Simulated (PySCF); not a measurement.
# Correlation energy of Ti⁺ (titanium, charge +1)

[Ar] 3d2 4s1, high-spin 4F determinant. All numbers are calculated (PySCF 2.14, scalar relativity by spin-free X2C-1e, in x2c-QZVPPall (11s7p5d3f2g, 96 functions)). Frozen: [Ar]; 3 electrons correlated.

```csv
level,correlation energy (mhartree)
CCSD,-14.98
(T),-0.10
CCSD(T),-15.08
```

Diagnostics: T1 = 0.0060, D1 = 0.0106, largest double amplitude 0.018.

Cost of the coupled-cluster step: roughly 11 core-seconds, for 3 correlated electrons.
